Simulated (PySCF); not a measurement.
## How methods differ on the excitation energy of C²⁺

C²⁺ [He] 2s2 (1S) → C²⁺ [He] 2s1 3d1 (3D), as a difference of total energies. Computed with PySCF 2.14 in aug-cc-pCVTZ-DK with one added diffuse shell each of s, p, d, f type (8s7p5d3f, 75 functions), with the spin-free X2C one-electron Hamiltonian (Gaussian nucleus). Correlated levels: valence and next inner shell: nothing frozen. The calculations carry no spin-orbit coupling.

```csv
method,excitation energy (cm⁻¹)
UHF,255820
MP2 (valence and next inner shell),264930
SCS-MP2 (valence and next inner shell),267530
CCSD (valence and next inner shell),269830
CCSD(T) (valence and next inner shell),269930
```

The promoted electron is Rydberg-like, and one or two diffuse shells describe it only roughly, which tends to raise the upper state.
